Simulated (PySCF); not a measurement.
# Computed properties of C3H6OSi, SMILES C#C[Si@@H](C)O

C3H6OSi, SMILES C#C[Si@@H](C)O. The structure is a stationary point at r2SCAN-D4/def2-SVP. The structure was generated by enumeration; whether it is a known compound was not checked. The values are those of a single conformer. All values are computed for the isolated molecule unless a solvent is named; none is compared with measurement here.

**Structure.** All 27 harmonic modes at r2SCAN-D4/def2-SVP (PySCF) are real, so it is a minimum. With heavy atoms numbered as in [CH:1]#[C:2][Si@@H:3]([CH3:4])[OH:5], the shortest bond between them is C1–C2 at 1.222 Å and the longest Si3–C4 at 1.857 Å.

**Vibrations.** The strongest infrared lines (harmonic, unscaled, degenerate partners summed) lie at 889 cm⁻¹ (309 km/mol, H 69 %, Si 17 %, C 9 %), 2207 cm⁻¹ (156 km/mol, H 97 %), 937 cm⁻¹ (138 km/mol, H 48 %, Si 34 %, O 15 %). The softest mode is at 113 cm⁻¹ and the zero-point energy is 49.2 kcal/mol.

**Electronic structure.** HF/def2-TZVP (PySCF) places the frontier levels at -10.82 and 3.05 eV, a gap of 13.87 eV, and gives a dipole moment of 1.18 D and a mean polarisability of 57.2 bohr³. PBE/def2-TZVP (PySCF) at the same geometry gives -6.85 and -1.26 eV, so its gap is 8.28 eV narrower. An orbital gap is neither the optical nor the fundamental gap.

**Excitations.** TDA-B3LYP/def2-SVPD (PySCF) has S1 at 5.82 eV (213 nm, f = 0.001, dark); the most intense of the 10 singlets computed lies at 8.06 eV (f = 0.11). T1 (TDA) is at 4.86 eV, 0.96 eV under S1. TDA-PBE/def2-SVPD (PySCF) puts S1 at 5.66 eV. No vertical singlet excitation falls in the visible range (under 3.1 eV).

**NMR.** GIAO shifts at KT2/pcSseg-1 (PySCF) (non-relativistic, atoms alike by connectivity averaged): ¹³C from 1.5 to 94.1 ppm against TMS; ¹H from 0.7 to 5.5 ppm against TMS; ²⁹Si at -25.4 ppm against TMS.

**Solvation.** SMD-B3LYP/def2-SVP (PySCF) gives -2.2 kcal/mol in water, -3.3 kcal/mol in chlorobenzene, -3.0 kcal/mol in cyclohexanone (1 M in both phases, gas-phase geometry).
